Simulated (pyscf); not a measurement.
**HO–Si•(F)–F, doublet**

Gas-phase minimum from PySCF at ωB97X-D3(BJ)/def2-SVP, one conformer. Other isomers of HO–Si•(F)–F were not searched in full and may lie lower. 

```
Si
F 1 1.6155
F 1 1.6230 2 106.96
O 1 1.6493 2 105.69 3 -117.99
H 4 0.9638 1 118.18 2 -179.61
```
Charge 0, spin multiplicity 2.

Properties at ωB97X-D3(BJ)/def2-SVP:

| Property | Result |
|---|---|
| Harmonic wavenumbers, unscaled | 175, 285, 297, 393, 748, 818, 948, 968, 3928 cm⁻¹ |
| Zero-point energy | 12.2 kcal/mol |
| Rotational symmetry number | 1 |
| Entropy of this conformer at 298 K and 1 atm, rigid rotor and harmonic oscillator, modes under 100 cm⁻¹ raised to 100 | 303.0 J/(mol K) |
| Dipole moment | 2.69 D |
| Spin expectation value S2 | 0.752 |

Single-point totals, which compare only within one level (frozen core for MP2 and CC):

```json
[
 {"level": "ωB97X-D3(BJ)/def2-TZVP", "total energy (hartree)": "-565.30320"},
 {"level": "PBE/def2-TZVP", "total energy (hartree)": "-564.85642"},
 {"level": "r²SCAN/def2-TZVP", "total energy (hartree)": "-565.13305"},
 {"level": "B3LYP-D3(BJ)/def2-TZVP", "total energy (hartree)": "-565.29520"},
 {"level": "PBE0-D3(BJ)/def2-TZVP", "total energy (hartree)": "-564.88066"},
 {"level": "M06-2X/def2-TZVP", "total energy (hartree)": "-565.16152"},
 {"level": "ωB97M-D3(BJ)/def2-TZVP", "total energy (hartree)": "-565.35879"},
 {"level": "UHF/def2-TZVPP", "total energy (hartree)": "-563.54151"},
 {"level": "MP2/def2-TZVPP", "total energy (hartree)": "-564.37486"},
 {"level": "CCSD/def2-TZVPP", "total energy (hartree)": "-564.37895"},
 {"level": "CCSD(T)/def2-TZVPP", "total energy (hartree)": "-564.40519"}
]
```

Soft torsions are taken as harmonic, which can shift the entropy by several J/(mol K). The CCSD(T) − MP2 part came from Ansatz, without density fitting, on the same reference.
